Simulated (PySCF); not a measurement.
C₃F₈. Atoms are numbered in the order given.

```xyz
11

F      1.3863     1.1007     1.0002
C      1.3169     0.0000     0.2353
F      1.3709    -1.0849     1.0241
F      2.3646    -0.0164    -0.6013
C      0.0000     0.0000    -0.5975
F     -0.0003    -1.1048    -1.3808
F      0.0003     1.1048    -1.3808
C     -1.3169     0.0000     0.2353
F     -1.3709     1.0849     1.0241
F     -2.3646     0.0164    -0.6013
F     -1.3863    -1.1007     1.0002
```

Geometry: PBE-D3(BJ)/def2-SVP.

All values below come from SMD-ωB97X/6-31G* run with PySCF.

Solvation free energies are E(SMD) − E(gas) at the gas-phase geometry, for 1 M in both phases. In vacuum the dipole moment is 0.08 D.

Computed solvation free energies in water, methanol, 2-propanol:
| solvent | ΔG(solv) (kcal/mol) | its non-electrostatic (CDS) part | dipole (D) |
|---|---|---|---|
| water | 5.4 | 6.5 | 0.11 |
| methanol | 1.0 | 2.0 | 0.11 |
| 2-propanol | 0.9 | 1.9 | 0.11 |
